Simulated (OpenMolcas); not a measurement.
Eu²⁺: CASPT2 settings compared

```
Program             : OpenMolcas 26.06
Basis               : ANO-RCC-VDZP [7s6p4d2f1g]
Scalar Hamiltonian  : DKH4, point nucleus
Active space        : 7 electrons in 7 orbitals (4f)
State averaging     : 2S+1 = 8 odd, 1 root; 2S+1 = 6 odd, 21 roots kept (CI in the orbitals of an earlier block)
Spin-orbit coupling : state interaction with AMFI integrals over the reference wave functions, term energies averaged over their components
```

Methods on the same reference wave functions:
A. CASSCF
B. SS-CASPT2, IPEA 0.3 Eh, real shift 0.3 Eh (closed shells correlated: 5s 5p)
C. XMS-CASPT2, IPEA 0.6 Eh, imaginary shift 0.25 Eh (closed shells correlated: 5s 5p)
D. XMS-CASPT2, IPEA 0.1 Eh, sigma1 regulariser 0.25 Eh (closed shells correlated: none)

Energies in eV above 4f⁷ ⁸S°_7/2, the measured ground level; measured values from Martin, Zalubas and Hagan, Atomic Energy Levels: The Rare-Earth Elements, NSRDS-NBS 60 (1978).

```tsv
Level	A	B	C	D	Measured
4f⁷ ⁸S°_7/2	0.0000	0.0000	0.0000	0.0000	0.0000
4f⁷ ⁶P°_5/2	4.5925	4.283	4.234	4.278	
4f⁷ ⁶P°_3/2	4.6399	4.330	4.279	4.322	
4f⁷ ⁶P°_7/2	4.6597	4.355	4.309	4.352	3.4964
4f⁷ ⁶I°_11/2	5.0124	4.909	4.888	4.943	3.9898
4f⁷ ⁶I°_9/2	5.0124	4.909	4.888	4.943	
4f⁷ ⁶I°_7/2	5.0124	4.909	4.888	4.943	
4f⁷ ⁶I°_13/2	5.0124	4.909	4.888	4.943	
4f⁷ ⁶I°_17/2	5.0124	4.909	4.888	4.943	3.9766
4f⁷ ⁶I°_15/2	5.0124	4.909	4.888	4.943	4.0057
4f⁷ ⁶D°_9/2	5.6159	5.304	5.326	5.382	
4f⁷ ⁶D°_1/2	5.6159	5.304	5.326	5.382	
4f⁷ ⁶D°_3/2	5.6665	5.355	5.373	5.428	
4f⁷ ⁶D°_5/2	5.7139	5.403	5.418	5.473	
4f⁷ ⁶D°_7/2	5.7250	5.414	5.428	5.483
```

Deviations, from unrounded energies. A percentage is the sum of absolute deviations over the sum of measured energies, with the sign that they share, or ± where signs differ.

```tsv
Against measurement	Levels	A	B	C	D
mean absolute deviation (cm-1)	4	8500	7300	7100	7500
other terms of the ground configuration (%)	4	+27.3	+23.4	+22.7	+24.0
```

B, C lie about equally close to measurement and A furthest from it. The largest miss of C in the table is 4f⁷ ⁶I°_17/2, by +7400 cm-1. The ranking rests on the paired levels alone, and a cruder setting can come out closer through cancelling errors.

Among B to D the level of the table that moves most is 4f⁷ ⁶D°_9/2, by 620 cm-1 (lowest in B, highest in D). Moves below CASPT2's spread within the term are not significant.

The mean deviations of B to D differ by less than CASPT2's widest spread within a term (1300 cm-1), so their order carries little weight.

From A to B the spin-free energies of the other terms of 4f⁷ shown, above ⁸S°, scale by factors of 0.93 to 0.98.

The lowest spin-free term lies below A's lowest term by 0.444 hartree in B, 0.431 hartree in C, 0.129 hartree in D.

CASPT2 breaks the degeneracy within a term, and the mean is taken; among the terms shown or strongly mixed into the levels shown the widest spread is 1300 cm-1 (4f⁷ ⁶I°, C). No quartet enters the spin-orbit mixing, so the splitting and order within the octet and the sextets are unsound, and g values and χT are rough. Terms from blocks run as CI alone lack orbitals of their own. Without dynamic correlation excited terms often stand tens of per cent too high (terms of higher spin than the ground term too low), and those without a measured partner can miss by more than the paired ones (holds for A). Some terms miss by over 15 % even with CASPT2, which points to a basis or an active space too small for the shells correlated (holds for B; C; D). Measured partners are found by configuration, term and J. A level has none where our copy of the source lacks it or the pairing is in doubt (some pairs that miss far off the trend of their configuration count as doubtful), and it then counts in no deviation. Levels of configurations outside the active space are missing.

° marks odd parity.
